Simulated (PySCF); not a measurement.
Electronic structure of Al (aluminium, neutral) at the UHF level

Configuration: [Ne] 3s2 3p1, 2P determinant. Computed with PySCF 2.14 in aug-cc-pVDZ-DK, with the spin-free X2C one-electron Hamiltonian (Gaussian nucleus).

```json
{
  "Total energy": "-242.309082 hartree",
  "One-electron energy": "-337.2152 hartree",
  "Hartree (Coulomb) energy": "113.0477 hartree",
  "Exchange energy": "-18.1416 hartree",
  "⟨S²⟩": "0.7682",
  "⟨L²⟩": "2.056",
  "Sum of ⟨r⟩": "13.70 bohr",
  "Sum of ⟨r²⟩": "33.38 bohr²",
  "Traceless quadrupole moment −½Σ⟨3z² − r²⟩ along its main axis": "-5.76 e·bohr²",
  "Langevin diamagnetic susceptibility": "-26.4 ×10⁻⁶ cm³/mol",
  "Time after the integrals": "0.06 s of wall time on 1 thread of Neoverse-V2 (shared host)"
}
```

```
shell  electrons  mean orbital energy (hartree)  spread (hartree)  rms radius, mean of both spins (bohr)
 1s α          1                      -58.62132                 0                                  0.139
 1s β          1                      -58.61869                 0                                  0.139
 2s α          1                       -4.92971                 0                                  0.676
 2s β          1                       -4.92628                 0                                  0.676
 2p α          3                       -3.21943           0.00566                                  0.674
 2p β          3                       -3.21307           0.00947                                  0.674
 3s α          1                       -0.42712                 0                                   2.81
 3s β          1                       -0.36550                 0                                   2.81
 3p α          1                       -0.21686                 0                                   3.73
```

Densities and radii are taken from the X2C orbitals without a picture-change correction, which distorts them close to the nucleus.
